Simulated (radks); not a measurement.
Charge is removed step by step from the 3s down level of neutral vanadium, starting from [Ne] 3s(up 1, down 1) 3p6 3d3 4s2. Calculated with a radial shooting solver on a logarithmic mesh with Libxc functionals: non-relativistic Kohn-Sham, PBEsol, spin-polarised, spherical densities, point nucleus; open shells are filled with parallel spins first.

removed (e)  E - E(0) (eV)  eigenvalue (eV)  E minus straight line (eV)
0                    0.000          -67.109                       0.000
0.125                8.482          -68.615                      -0.724
0.25                17.157          -70.190                      -1.256
0.375               26.032          -71.827                      -1.587
0.5                 35.116          -73.518                      -1.710
0.625               44.414          -75.259                      -1.618
0.75                53.932          -77.044                      -1.306
0.875               63.677          -78.871                      -0.768
1                   73.651          -80.734                       0.000

Removing the whole electron costs 73.651 eV by Delta-SCF, against 67.109 eV from minus the eigenvalue at the starting occupation. Slater's transition state (half an electron removed) gives 73.518 eV. Integrating minus the eigenvalue over the occupation (Janak's theorem) gives 73.651 eV. The mean slope of the eigenvalue, de/dn, is 13.6 eV per electron.
